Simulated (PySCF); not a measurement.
C₆ coefficients of unlike pairs at PBE0

Calculated with PySCF 2.14 from the dipole response of each species, C₆(A,B) = (3/π) ∫ α_A(iu) α_B(iu) du, in atomic units, from isotropic polarisabilities. For ions this is the dispersion term alone; charge-induced terms of lower order in 1/R come first.

```csv
species,configuration,basis,relativity,α (bohr³),C₆ (like pair)
S³⁺,[Ne] 3s2 3p1 (2P),aug-cc-pwCVTZ (8s7p5d3f),none,5.404,14.42
S⁺,[Ne] 3s2 3p3 (4S),dyall-acv3z (19s12p6d4f),none,10.89,53.53
P⁺,[Ne] 3s2 3p2 (3P),"aug-cc-pV(Q+d)Z with one added diffuse shell each of s, p, d, f, g type (8s7p6d4f3g)",none,14.31,73.70
Br²⁺,[Ar] 3d10 4s2 4p3 (4S),aug-cc-pwCVDZ-PP with ECP10MDF (6s5p4d1f),core potential,8.327,40.05
```

**Question.** Estimate C₆ for Br²⁺ with S³⁺.

**Answer.** The integral gives 23.97. The combination rule 2 C_A C_B / (C_A α_B/α_A + C_B α_A/α_B) gives 23.96 and the geometric mean 24.03.

No spin-orbit coupling is included.

The other pairs:

```tsv
pair	C₆
P⁺, S³⁺	32.19
S⁺, S³⁺	27.74
Br²⁺, P⁺	52.89
Br²⁺, S⁺	45.94
P⁺, S⁺	62.41
```
